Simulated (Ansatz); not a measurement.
Geometry optimisation of Si₄Se₄⁺.

```yaml
crystal:
  periodic: [false, false, false]
  atoms:
    - {symbol: Si, position_ang: [-2.291430, -1.672150, -0.226430]}
    - {symbol: Si, position_ang: [-0.403720, 2.231030, 0.122110]}
    - {symbol: Si, position_ang: [1.659570, -2.874650, -0.147960]}
    - {symbol: Si, position_ang: [1.867470, 1.391330, 0.272550]}
    - {symbol: Se, position_ang: [-0.901640, 4.242440, 0.197060]}
    - {symbol: Se, position_ang: [2.370850, -0.716330, 0.067270]}
    - {symbol: Se, position_ang: [-0.541340, -3.065250, -0.258220]}
    - {symbol: Se, position_ang: [-1.759760, 0.463580, -0.026370]}
basis:
  gaussian: {orbitals: def2-SVP}
total_charge: 1
magnetization: {spin_polarized: true, initial_magnetization: 1}
hamiltonian: {xc: pbe, dispersion: d4}
scf: {lower_state_search: "off"}
output: {orbitals: {seedname: orbitals}}
relax: {f_tol: 0.03, max_steps: 70}
```

```sh
$ ansatz run in.yaml --threads 4 --pin off --events-out ev --progress --plain --max-ram 6963MiB
```

It prints (some lines left out):

```
Functional definition: PBE
mean field -292806.56379276 eV, -10760.4427479666 hartree, gradient 5.9e-6 eV, S^2 0.754977; 0 other end points of the search recorded, 0 dependent functions left out
relax step   1: F+E_penalty+E_count = -292807.25952666 eV  Δ(F+E_penalty+E_count) = +0.000e0 eV  max|allowed force component| = 1.277e0 eV/Å  Δτ_max = 0.0000 Å  (28 SCF iters, accepted)
mean field -292807.04172262 eV, -10760.4603115651 hartree, gradient 2.1e-6 eV, S^2 0.755240; 0 other end points of the search recorded, 0 dependent functions left out
relax step   2: F+E_penalty+E_count = -292807.70134985 eV  Δ(F+E_penalty+E_count) = -4.418e-1 eV  max|allowed force component| = 4.816e-1 eV/Å  Δτ_max = 0.1945 Å  (35 SCF iters, accepted)
mean field -292807.13699142 eV, -10760.4638126289 hartree, gradient 2.6e-6 eV, S^2 0.755327; 0 other end points of the search recorded, 0 dependent functions left out
relax step   3: F+E_penalty+E_count = -292807.78808617 eV  Δ(F+E_penalty+E_count) = -8.674e-2 eV  max|allowed force component| = 2.774e-1 eV/Å  Δτ_max = 0.1950 Å  (35 SCF iters, accepted)
mean field -292807.18100967 eV, -10760.4654302696 hartree, gradient 2.1e-6 eV, S^2 0.755476; 0 other end points of the search recorded, 0 dependent functions left out
relax step   4: F+E_penalty+E_count = -292807.83294041 eV  Δ(F+E_penalty+E_count) = -4.485e-2 eV  max|allowed force component| = 2.283e-1 eV/Å  Δτ_max = 0.1651 Å  (35 SCF iters, accepted)
mean field -292807.20752773 eV, -10760.4664047903 hartree, gradient 2.5e-6 eV, S^2 0.756275; 0 other end points of the search recorded, 0 dependent functions left out
relax step   5: F+E_penalty+E_count = -292807.86585728 eV  Δ(F+E_penalty+E_count) = -3.292e-2 eV  max|allowed force component| = 2.126e-1 eV/Å  Δτ_max = 0.1006 Å  (34 SCF iters, accepted)
mean field -292807.28305361 eV, -10760.4691803155 hartree, gradient 4.0e-6 eV, S^2 0.758167; 0 other end points of the search recorded, 0 dependent functions left out
relax step   6: F+E_penalty+E_count = -292807.95390225 eV  Δ(F+E_penalty+E_count) = -8.804e-2 eV  max|allowed force component| = 3.784e-1 eV/Å  Δτ_max = 0.1952 Å  (33 SCF iters, accepted)
mean field -292807.37090228 eV, -10760.4724086943 hartree, gradient 3.2e-6 eV, S^2 0.761680; 0 other end points of the search recorded, 0 dependent functions left out
relax step   7: F+E_penalty+E_count = -292808.05406266 eV  Δ(F+E_penalty+E_count) = -1.002e-1 eV  max|allowed force component| = 5.472e-1 eV/Å  Δτ_max = 0.1949 Å  (32 SCF iters, accepted)
mean field -292807.45600188 eV, -10760.4755360469 hartree, gradient 2.6e-6 eV, S^2 0.761705; 0 other end points of the search recorded, 0 dependent functions left out
relax step   8: F+E_penalty+E_count = -292808.15310910 eV  Δ(F+E_penalty+E_count) = -9.905e-2 eV  max|allowed force component| = 3.787e-1 eV/Å  Δτ_max = 0.1928 Å  (33 SCF iters, accepted)
mean field -292807.54109659 eV, -10760.4786632201 hartree, gradient 1.8e-6 eV, S^2 0.759628; 0 other end points of the search recorded, 0 dependent functions left out
relax step   9: F+E_penalty+E_count = -292808.24877448 eV  Δ(F+E_penalty+E_count) = -9.567e-2 eV  max|allowed force component| = 3.299e-1 eV/Å  Δτ_max = 0.1931 Å  (34 SCF iters, accepted)
mean field -292807.63409869 eV, -10760.4820809840 hartree, gradient 2.7e-6 eV, S^2 0.757965; 0 other end points of the search recorded, 0 dependent functions left out
relax step  10: F+E_penalty+E_count = -292808.35168894 eV  Δ(F+E_penalty+E_count) = -1.029e-1 eV  max|allowed force component| = 4.345e-1 eV/Å  Δτ_max = 0.1949 Å  (32 SCF iters, accepted)
mean field -292807.74622897 eV, -10760.4862016957 hartree, gradient 2.7e-6 eV, S^2 0.757308; 0 other end points of the search recorded, 0 dependent functions left out
relax step  11: F+E_penalty+E_count = -292808.47310064 eV  Δ(F+E_penalty+E_count) = -1.214e-1 eV  max|allowed force component| = 5.333e-1 eV/Å  Δτ_max = 0.1949 Å  (31 SCF iters, accepted)
mean field -292807.87361514 eV, -10760.4908830514 hartree, gradient 2.9e-6 eV, S^2 0.757015; 0 other end points of the search recorded, 0 dependent functions left out
relax step  12: F+E_penalty+E_count = -292808.60871022 eV  Δ(F+E_penalty+E_count) = -1.356e-1 eV  max|allowed force component| = 4.452e-1 eV/Å  Δτ_max = 0.1945 Å  (30 SCF iters, accepted)
mean field -292807.98138816 eV, -10760.4948436368 hartree, gradient 2.2e-6 eV, S^2 0.757057; 0 other end points of the search recorded, 0 dependent functions left out
relax step  13: F+E_penalty+E_count = -292808.72600965 eV  Δ(F+E_penalty+E_count) = -1.173e-1 eV  max|allowed force component| = 1.357e-1 eV/Å  Δτ_max = 0.1983 Å  (31 SCF iters, accepted)
mean field -292808.00459484 eV, -10760.4956964665 hartree, gradient 1.8e-6 eV, S^2 0.756859; 0 other end points of the search recorded, 0 dependent functions left out
relax step  14: F+E_penalty+E_count = -292808.76535260 eV  Δ(F+E_penalty+E_count) = -3.934e-2 eV  max|allowed force component| = 4.976e-1 eV/Å  Δτ_max = 0.1947 Å  (32 SCF iters, accepted)
mean field -292808.01056887 eV, -10760.4959160080 hartree, gradient 1.9e-6 eV, S^2 0.756281; 0 other end points of the search recorded, 0 dependent functions left out
relax step  15: F+E_penalty+E_count = -292808.78946459 eV  Δ(F+E_penalty+E_count) = -2.411e-2 eV  max|allowed force component| = 3.179e-1 eV/Å  Δτ_max = 0.1942 Å  (32 SCF iters, accepted)
mean field -292808.04450860 eV, -10760.4971632699 hartree, gradient 2.3e-6 eV, S^2 0.756196; 0 other end points of the search recorded, 0 dependent functions left out
relax step  16: F+E_penalty+E_count = -292808.83213926 eV  Δ(F+E_penalty+E_count) = -4.267e-2 eV  max|allowed force component| = 4.274e-1 eV/Å  Δτ_max = 0.1802 Å  (31 SCF iters, accepted)
mean field -292808.17457173 eV, -10760.5019430019 hartree, gradient 4.7e-6 eV, S^2 0.755569; 0 other end points of the search recorded, 0 dependent functions left out
relax step  17: F+E_penalty+E_count = -292808.97842546 eV  Δ(F+E_penalty+E_count) = -1.463e-1 eV  max|allowed force component| = 5.098e-1 eV/Å  Δτ_max = 0.1974 Å  (31 SCF iters, accepted)
mean field -292808.44041492 eV, -10760.5117125590 hartree, gradient 1.5e-6 eV, S^2 0.754680; 0 other end points of the search recorded, 0 dependent functions left out
relax step  18: F+E_penalty+E_count = -292809.22996942 eV  Δ(F+E_penalty+E_count) = -2.515e-1 eV  max|allowed force component| = 7.926e-1 eV/Å  Δτ_max = 0.1945 Å  (32 SCF iters, accepted)
mean field -292808.71059476 eV, -10760.5216414850 hartree, gradient 2.3e-6 eV, S^2 0.753962; 0 other end points of the search recorded, 0 dependent functions left out
relax step  19: F+E_penalty+E_count = -292809.50952574 eV  Δ(F+E_penalty+E_count) = -2.796e-1 eV  max|allowed force component| = 4.387e-1 eV/Å  Δτ_max = 0.1945 Å  (31 SCF iters, accepted)
mean field -292808.66877496 eV, -10760.5201046355 hartree, gradient 3.7e-6 eV, S^2 0.754065; 0 other end points of the search recorded, 0 dependent functions left out
[...]
mean field -292808.82360491 eV, -10760.5257945313 hartree, gradient 2.3e-6 eV, S^2 0.754010; 0 other end points of the search recorded, 0 dependent functions left out
relax step  22: F+E_penalty+E_count = -292809.62319077 eV  Δ(F+E_penalty+E_count) = -2.227e-2 eV  max|allowed force component| = 9.349e-2 eV/Å  Δτ_max = 0.1000 Å  (25 SCF iters, accepted)
mean field -292808.83654652 eV, -10760.5262701267 hartree, gradient 1.6e-6 eV, S^2 0.754127; 0 other end points of the search recorded, 0 dependent functions left out
relax step  23: F+E_penalty+E_count = -292809.63616339 eV  Δ(F+E_penalty+E_count) = -1.297e-2 eV  max|allowed force component| = 1.773e-1 eV/Å  Δτ_max = 0.1428 Å  (30 SCF iters, accepted)
mean field -292808.84806134 eV, -10760.5266932886 hartree, gradient 3.1e-6 eV, S^2 0.754203; 0 other end points of the search recorded, 0 dependent functions left out
relax step  24: F+E_penalty+E_count = -292809.64668553 eV  Δ(F+E_penalty+E_count) = -1.052e-2 eV  max|allowed force component| = 9.914e-2 eV/Å  Δτ_max = 0.0937 Å  (25 SCF iters, accepted)
mean field -292808.87342465 eV, -10760.5276253732 hartree, gradient 1.9e-6 eV, S^2 0.754337; 0 other end points of the search recorded, 0 dependent functions left out
relax step  25: F+E_penalty+E_count = -292809.66769003 eV  Δ(F+E_penalty+E_count) = -2.100e-2 eV  max|allowed force component| = 1.058e-1 eV/Å  Δτ_max = 0.1997 Å  (31 SCF iters, accepted)
mean field -292808.89799850 eV, -10760.5285284453 hartree, gradient 2.3e-6 eV, S^2 0.754397; 0 other end points of the search recorded, 0 dependent functions left out
relax step  26: F+E_penalty+E_count = -292809.68874797 eV  Δ(F+E_penalty+E_count) = -2.106e-2 eV  max|allowed force component| = 2.398e-1 eV/Å  Δτ_max = 0.1917 Å  (31 SCF iters, accepted)
mean field -292808.93863280 eV, -10760.5300217284 hartree, gradient 2.9e-6 eV, S^2 0.754371; 0 other end points of the search recorded, 0 dependent functions left out
relax step  27: F+E_penalty+E_count = -292809.72535729 eV  Δ(F+E_penalty+E_count) = -3.661e-2 eV  max|allowed force component| = 2.995e-1 eV/Å  Δτ_max = 0.1941 Å  (30 SCF iters, accepted)
mean field -292808.99368048 eV, -10760.5320446932 hartree, gradient 2.2e-6 eV, S^2 0.754576; 0 other end points of the search recorded, 0 dependent functions left out
relax step  28: F+E_penalty+E_count = -292809.78289673 eV  Δ(F+E_penalty+E_count) = -5.754e-2 eV  max|allowed force component| = 2.460e-1 eV/Å  Δτ_max = 0.1943 Å  (30 SCF iters, accepted)
mean field -292809.03766257 eV, -10760.5336610053 hartree, gradient 1.8e-6 eV, S^2 0.754759; 0 other end points of the search recorded, 0 dependent functions left out
relax step  29: F+E_penalty+E_count = -292809.82785702 eV  Δ(F+E_penalty+E_count) = -4.496e-2 eV  max|allowed force component| = 2.387e-1 eV/Å  Δτ_max = 0.1953 Å  (31 SCF iters, accepted)
mean field -292809.04103140 eV, -10760.5337848076 hartree, gradient 1.8e-6 eV, S^2 0.755988; 0 other end points of the search recorded, 0 dependent functions left out
relax step  30: F+E_penalty+E_count = -292809.83939551 eV  Δ(F+E_penalty+E_count) = -1.154e-2 eV  max|allowed force component| = 2.518e-1 eV/Å  Δτ_max = 0.1955 Å  (30 SCF iters, accepted)
mean field -292809.05494749 eV, -10760.5342962145 hartree, gradient 2.4e-6 eV, S^2 0.755402; 0 other end points of the search recorded, 0 dependent functions left out
relax step  31: F+E_penalty+E_count = -292809.85517906 eV  Δ(F+E_penalty+E_count) = -1.578e-2 eV  max|allowed force component| = 1.358e-1 eV/Å  Δτ_max = 0.0814 Å  (25 SCF iters, accepted)
mean field -292809.05702465 eV, -10760.5343725486 hartree, gradient 2.8e-6 eV, S^2 0.755285; 0 other end points of the search recorded, 0 dependent functions left out
relax step  32: F+E_penalty+E_count = -292809.85615940 eV  Δ(F+E_penalty+E_count) = -9.803e-4 eV  max|allowed force component| = 1.802e-1 eV/Å  Δτ_max = 0.0589 Å  (25 SCF iters, accepted)
mean field -292809.06150035 eV, -10760.5345370276 hartree, gradient 1.6e-6 eV, S^2 0.755296; 0 other end points of the search recorded, 0 dependent functions left out
relax step  33: F+E_penalty+E_count = -292809.86075787 eV  Δ(F+E_penalty+E_count) = -4.598e-3 eV  max|allowed force component| = 3.446e-2 eV/Å  Δτ_max = 0.0285 Å  (26 SCF iters, accepted)
mean field -292809.06197514 eV, -10760.5345544757 hartree, gradient 2.9e-6 eV, S^2 0.755247; 0 other end points of the search recorded, 0 dependent functions left out
relax step  34: F+E_penalty+E_count = -292809.86106005 eV  Δ(F+E_penalty+E_count) = -3.022e-4 eV  max|allowed force component| = 1.667e-2 eV/Å  Δτ_max = 0.0099 Å  (25 SCF iters, accepted)
Total energy: -292809.86109847 eV, -10760.5639217164 hartree
Atom 0 at    -2.513973    -1.714179     0.306583 Å, force    -0.009526    -0.014208     0.004700 eV/Å
Atom 1 at    -0.657961     0.788413     0.067684 Å, force     0.007855     0.010833     0.006302 eV/Å
Atom 2 at     1.769085    -2.091621    -0.377559 Å, force    -0.005674     0.008109    -0.001946 eV/Å
Atom 3 at     1.360485     1.433475     0.894488 Å, force    -0.002687    -0.005304    -0.008057 eV/Å
Atom 4 at     0.409241     2.544341    -0.965830 Å, force     0.002687     0.000848     0.002153 eV/Å
Atom 5 at     2.920804    -0.281610     0.343278 Å, force    -0.003867     0.002976     0.005317 eV/Å
Atom 6 at    -0.490768    -1.212925    -1.117651 Å, force    -0.005452     0.000051     0.001707 eV/Å
Atom 7 at    -2.796914     0.534105     0.849016 Å, force     0.016665    -0.003305    -0.010176 eV/Å
Dipole moment:    -0.225906    -0.635970     0.191132 e Å
Checks for a lower state left out: stability, starts, cluster_reference, orbital_swaps, neighbouring_geometries, increment
```

Run time 5.1 min (4 threads of Arm Neoverse N1 on a shared host).

Another isomer (doublet) lies 0.73 eV lower at PBE0-D4/def2-TZVP; other spin states weren't run for this one.
